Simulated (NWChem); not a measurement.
System: CF2, triplet; SMILES F[C]F

Here is an NWChem input.

```
start job
memory heap 200 mb stack 900 mb global 1100 mb
geometry units angstroms noautosym nocenter noautoz
  F      1.147626     0.000000    -0.164026
  C      0.000000     0.000000     0.497241
  F     -1.147626     0.000000    -0.164026
end
basis spherical
  * library def2-svp
end
dft
  odft
  mult 3
  xc pbe0
  iterations 150
end
cosmo
  do_cosmo_smd true
  solvent ethanol
end
task dft energy
```

NWChem printed, in part:

```
             Northwest Computational Chemistry Package (NWChem) 7.3.0
             --------------------------------------------------------

                             Geometry "geometry" -> ""
                             -------------------------

 Output coordinates in angstroms (scale by  1.889725989 to convert to a.u.)

  No.       Tag          Charge          X              Y              Z
 ---- ---------------- ---------- -------------- -------------- --------------
    1 F                    9.0000     1.14762600     0.00000000    -0.16402600
    2 C                    6.0000     0.00000000     0.00000000     0.49724100
    3 F                    9.0000    -1.14762600     0.00000000    -0.16402600

 Effective nuclear repulsion energy (a.u.)      61.8237777679

                                 NWChem DFT Module
                                 -----------------

 Summary of "ao basis" -> "ao basis" (spherical)
 ------------------------------------------------------------------------------
       Tag                 Description            Shells   Functions and Types
 ---------------- ------------------------------  ------  ---------------------
 F                          def2-svp                 6       14   3s2p1d
 C                          def2-svp                 6       14   3s2p1d

 in cosmo_initialize ...
 calling solv_data for solv:ethanol

 solvent parameters
 solvname_short: ethanol
 solvname_long:  ethanol
 dielec:       24.8520
 dielecinf:     1.8526
 nonaqueous SMD model solvent descriptors
 dielec:       24.8520
 sola:          0.3700
 solb:          0.4800
 solc:          0.0000
 solg:         31.6200
 solh:          0.0000
 soln:          1.3611

          ---------------
          -cosmo- solvent
          ---------------
 Cosmo: York-Karplus, doi: 10.1021/jp992097l
 dielectric constant -eps-     =  24.85
 screen = (eps-1)/(eps    )    =   0.95976
 surface charge correction     = lagrangian

   van der Waals surface
 --------------------------

[...]

                                COSMO-SMD solvation results
                                ---------------------------

             internal energy in gas <Psi(g)|H|Psi(g)> =      -237.202573583709
         internal energy in solvent <Psi(s)|H|Psi(s)> =      -237.202497098819
                               delta internal energy  =         0.000076484891 (    0.05 kcal/mol)
   total free energy in solvent <Psi(s)|H+V/2|Psi(s)> =      -237.203548077852
 polarization energy contribution <Psi(s)|V/2|Psi(s)> =        -0.001050979033 (   -0.66 kcal/mol)
    total free energy in solvent including G(SMD-CDS) =      -237.197389200306
                       G(SMD-CDS) energy contribution =         0.006158877546 (    3.86 kcal/mol)
     1 M fixed-concentration free energy of solvation =         0.005184383404 (    3.25 kcal/mol)

                    DFT Final Alpha Molecular Orbital Analysis
                    ------------------------------------------

 Vector   11  Occ=1.000000D+00  E=-4.714231D-01
              MO Center=  9.1D-09, -1.4D-11, -1.3D-01, r^2= 1.8D+00
   Bfn.  Coefficient  Atom+Function         Bfn.  Coefficient  Atom+Function
  ----- ------------  ---------------      ----- ------------  ---------------
     4      0.347011  1 F  px                 6      0.347515  1 F  pz
    32      0.347011  3 F  px                34     -0.347515  3 F  pz
     7     -0.229235  1 F  px                35     -0.229235  3 F  px
     9     -0.226584  1 F  pz                37      0.226584  3 F  pz
    21     -0.068553  2 C  px                27      0.032996  2 C  d  1

 Vector   12  Occ=1.000000D+00  E=-3.616025D-01
              MO Center=  1.9D-09,  6.2D-11,  5.2D-01, r^2= 1.4D+00
   Bfn.  Coefficient  Atom+Function         Bfn.  Coefficient  Atom+Function
  ----- ------------  ---------------      ----- ------------  ---------------
    17      0.434186  2 C  s                 20      0.425715  2 C  pz
    16      0.367938  2 C  s                  6      0.329947  1 F  pz
    34      0.329947  3 F  pz                 9     -0.243532  1 F  pz
    37     -0.243532  3 F  pz                23      0.158686  2 C  pz
    15     -0.150955  2 C  s                  3     -0.083673  1 F  s

 Vector   13  Occ=1.000000D+00  E=-2.209542D-01
              MO Center=  1.1D-09, -8.3D-11,  3.7D-01, r^2= 1.2D+00
   Bfn.  Coefficient  Atom+Function         Bfn.  Coefficient  Atom+Function
  ----- ------------  ---------------      ----- ------------  ---------------
    19      0.677413  2 C  py                22      0.425264  2 C  py
     5      0.297269  1 F  py                33      0.297269  3 F  py
     8     -0.246171  1 F  py                36     -0.246171  3 F  py

 Vector   14  Occ=0.000000D+00  E= 1.401735D-01
              MO Center= -8.3D-11,  5.9D-12, -5.5D-02, r^2= 1.5D+00
   Bfn.  Coefficient  Atom+Function         Bfn.  Coefficient  Atom+Function
  ----- ------------  ---------------      ----- ------------  ---------------
    17      1.079937  2 C  s                 23     -0.798490  2 C  pz
     3     -0.581540  1 F  s                 31     -0.581540  3 F  s
    20     -0.494801  2 C  pz                 7      0.393032  1 F  px
    35     -0.393032  3 F  px                 4     -0.300301  1 F  px
    32      0.300301  3 F  px                16      0.213010  2 C  s

[...]
```

Level: PBE0/def2-SVP, spin-unrestricted, SMD on the gas-phase geometry. In the optimisation the excess spin sits in a1 and b2 (C2v, its own frame). Geometry: optimised at B3LYP/6-31G* (spherical d), spin-unrestricted. No stability test was run on the SCF state. Solvent: ethanol.
